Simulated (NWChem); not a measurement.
System: GePH$_{5}$; SMILES [GeH3][PH2]

NWChem input:

```
start job
memory heap 200 mb stack 900 mb global 1100 mb
geometry units angstroms noautoz
  Ge     0.027304     0.768517    -0.016690
  P      0.100230    -1.575888    -0.093240
  H     -1.148409     1.242143    -0.909639
  H      1.354511     1.310116    -0.607617
  H     -0.161015     1.334887     1.416203
  H     -1.048906    -1.715039     0.766742
  H      1.016298    -1.658948     1.017412
end
basis spherical
  * library aug-cc-pvdz
end
dft
  xc b3lyp
  iterations 150
  vectors input atomic output neutral.movecs
end
task dft energy
charge 1
dft
  odft
  mult 2
  vectors input atomic output cation.movecs
end
task dft energy
charge -1
dft
  odft
  mult 2
  vectors input atomic output anion.movecs
end
task dft energy
```

Coordinates come from a PBE-D3(BJ)/def2-SVP optimisation. B3LYP is NWChem's, with the RPA form of VWN correlation.

Ions are spin-unrestricted doublets at the neutral geometry; other ion states weren't tried.

Q: What results follow from this input? (B3LYP/aug-cc-pVDZ, vertical spin-unrestricted ions.) Quantities: vertical ionisation energy, ΔSCF (eV); −ε(HOMO) (eV).

A: 
```json
{
 "vertical ionisation energy, ΔSCF (eV)": "9.77",
 "−ε(HOMO) (eV)": "7.41"
}
```
